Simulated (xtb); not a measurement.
Be(NH2)(SMe) (CH5BeNS), SMILES [Be]([S]C)[NH2]. All values are semi-empirical tight-binding results from xtb (GFN2-xTB unless named), good for trends rather than for accurate numbers. Geometry: GFN2-xTB. The values are those of a single conformer.

For metal compounds this method's bond lengths and energies can be far off.

Computed properties:
```yaml
orbital_gap: 4.23 eV
zero_point_energy: 40.0 kcal/mol
G − E(el) at 298.15 K (modified RRHO): 20.8 kcal/mol
```
